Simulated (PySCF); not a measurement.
C5H15NSi2.
Atom-mapped SMILES: `[CH3:1][CH2:2][CH2:3][N:4]1[SiH2:5][CH2:6][CH2:7][SiH2:8]1` (hydrogens: H9, H10, H11 on C1; H12, H13 on C2; H14, H15 on C3; H16, H17 on Si5; H18, H19 on C6; H20, H21 on C7; H22, H23 on Si8)

Cartesian coordinates in Å at the PBE0-D3(BJ)/def2-SVP level; atoms count from 1:
```xyz
23
C5H15NSi2 angstrom
C      2.8362   -0.0893   -0.7497
C      1.3642   -0.4483   -0.6380
C      0.5850    0.5122    0.2547
N     -0.8289    0.1936    0.3662
Si    -1.4788   -0.9443    1.5251
C     -3.3244   -0.6048    1.2971
C     -3.5383   -0.1734   -0.1680
Si    -2.0481    0.8668   -0.6926
H      2.9722    0.9189   -1.1735
H      3.3284   -0.0994    0.2365
H      3.3774   -0.7959   -1.3970
H      0.8953   -0.4591   -1.6371
H      1.2505   -1.4719   -0.2403
H      1.0468    0.5267    1.2601
H      0.7062    1.5418   -0.1322
H     -1.1218   -2.3734    1.2301
H     -0.9743   -0.6503    2.9055
H     -3.5900    0.2194    1.9814
H     -3.9599   -1.4609    1.5759
H     -3.5607   -1.0593   -0.8261
H     -4.4987    0.3468   -0.3151
H     -2.2325    2.3392   -0.4633
H     -1.7112    0.7005   -2.1443
```

Level: PBE0/pcSseg-1 in PySCF, non-relativistic, on one gas-phase PBE0-D3(BJ)/def2-SVP geometry that isn't relaxed in the solvent. The solvent is an IEF-PCM continuum (van der Waals radii × 1.2). Only the electrostatic response of the medium enters.

Gas phase at PBE0/pcSseg-1: HOMO -6.72 eV, LUMO 0.56 eV, dipole 0.18 D.

Task: What does the continuum do to the energy, the frontier levels and the dipole at PBE0/pcSseg-1 in chloroform and tetrahydrofuran?

Result: 
```csv
solvent,ε,E(solvent) − E(gas) (kcal/mol),polarisation term (kcal/mol),distortion of the solute (kcal/mol),HOMO (eV),LUMO (eV),dipole (D)
chloroform,4.711,-1.03,-1.08,0.05,-6.67,0.66,0.21
tetrahydrofuran,7.426,-1.19,-1.26,0.07,-6.67,0.66,0.22
```

The first energy column is the sum of the next two and covers electrostatics alone. From chloroform to tetrahydrofuran the lowering changes by a factor 1.16, Onsager's factor (ε − 1)/(2ε + 1) by 1.14 and ε itself by 1.6.

Task: Which Mulliken charges (PBE0/pcSseg-1) respond most in chloroform (means over atoms taken as equivalent)?

Result: 
```csv
atoms,environment,gas (e),solvent (e),change
H16/H17/H22/H23,Si–H hydrogen,-0.106,-0.116,-0.010
Si5/Si8,SiH2 silicon,+0.783,+0.793,+0.010
C1,methyl carbon,-0.289,-0.298,-0.009
H18/H19/H20/H21,methylene hydrogen,+0.151,+0.157,+0.006
H14/H15,methylene hydrogen,+0.111,+0.116,+0.005
H9/H10/H11,methyl hydrogen,+0.114,+0.117,+0.003
C6/C7,sp3 carbon bound to silicon,-0.545,-0.548,-0.003
N4,nitrogen bridging silicon atoms,-0.949,-0.952,-0.003
C2,chain CH2 carbon,-0.280,-0.283,-0.003
C3,sp3 carbon bound to nitrogen,+0.048,+0.046,-0.002
H12/H13,methylene hydrogen,+0.124,+0.125,+0.001
```

Task: How do the nuclear quadrupole coupling constants eQVzz/h respond in chloroform?

Result: 
```csv
nucleus,Q (barn),gas (MHz),solvent (MHz),η gas,η solvent
14N at N4,0.02044,-3.87,-3.83,0.56,0.55
```

Hardware: an Arm Neoverse V1 with one thread, shared host with 32 logical CPUs at a one-minute load of 13. Cost: 42 s, 1.4 GiB resident at most. This is the whole shielding run at PBE0/pcSseg-1 in tetrahydrofuran, SCF included.
